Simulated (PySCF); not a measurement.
Compound: C3H7BO.
Cartesian coordinates in Å at the GFN2-xTB level; atoms count from 1:
```xyz
12
C3H7BO angstrom
C      2.5931   -0.0281    0.1260
C      1.3839   -0.5773    0.1593
B      0.0466    0.2279    0.1029
O     -1.0818   -0.4785    0.1463
C     -2.3710    0.0696    0.1078
H      2.7207    1.0407    0.0564
H      3.5030   -0.6083    0.1665
H      1.3213   -1.6576    0.2287
H      0.0387    1.4099    0.0253
H     -2.9014   -0.3387   -0.7567
H     -2.9040   -0.2213    1.0170
H     -2.3477    1.1611    0.0358
```

The closed-shell SCF was solved with PySCF and density fitting under several settings on one GFN2-xTB geometry (grid level 2 and gas phase unless stated).

```json
{"settings": "PBE0/6-311G**, grid level 3", "basis functions": "132", "SCF cycles": "14", "E (Eh)": "-218.4045", "HOMO (eV)": "-7.73", "LUMO (eV)": "-0.81", "dipole (D)": "1.09"}
{"settings": "PBE0/def2-TZVP, start guess atom", "basis functions": "197", "SCF cycles": "11", "E (Eh)": "-218.4325", "HOMO (eV)": "-7.81", "LUMO (eV)": "-0.93", "dipole (D)": "1.00"}
```

Problem. Estimate the row for these settings: B97-2/pcSseg-1, energy threshold 1e-07 Eh.

Solution. 
```tsv
settings	basis functions	SCF cycles	E (Eh)	HOMO (eV)	LUMO (eV)	dipole (D)
B97-2/pcSseg-1, energy threshold 1e-07 Eh	120	9	-218.5158	-7.53	-0.92	1.17
```

Problem. Over all rows, what range does the HOMO–LUMO gap span?

Solution. From 6.61 eV (B97-2/pcSseg-1, energy threshold 1e-07 Eh) to 6.92 eV (PBE0/6-311G**, grid level 3). The functional of the narrowest has 21 % exact exchange, that of the widest 25 % exact exchange.

Problem. And the dipole moment?

Solution. From 1.00 D (PBE0/def2-TZVP, start guess atom) to 1.17 D (B97-2/pcSseg-1, energy threshold 1e-07 Eh); the largest is 1.17 times the smallest, and the median is 1.09 D.

Problem. Compare two rows with the functional PBE0: PBE0/def2-TZVP, start guess atom and PBE0/6-311G**, grid level 3. Which energy is lower, and by how much?

Solution. PBE0/def2-TZVP, start guess atom (197 functions) lies 0.0280 Eh or 18 kcal/mol below PBE0/6-311G**, grid level 3 (132 functions).

Whole jobs, the steps after the SCF included, on AMD EPYC 9R14, one thread, no GPU (shared host):

| settings | work after the SCF | wall time | peak memory |
| --- | --- | --- | --- |
| PBE0/6-311G**, grid level 3 | shieldings, charges and field gradients | 8.8 s | 0.57 GiB |
| PBE0/def2-TZVP, start guess atom | shieldings | 12 s | 0.77 GiB |
| B97-2/pcSseg-1, energy threshold 1e-07 Eh | shieldings, charges and field gradients | 6.2 s | 0.54 GiB |

Cycle counts include a coarse-grid stage where the run had one. All basis functions are spherical, in the Pople sets too.

One conformer stands for the species.
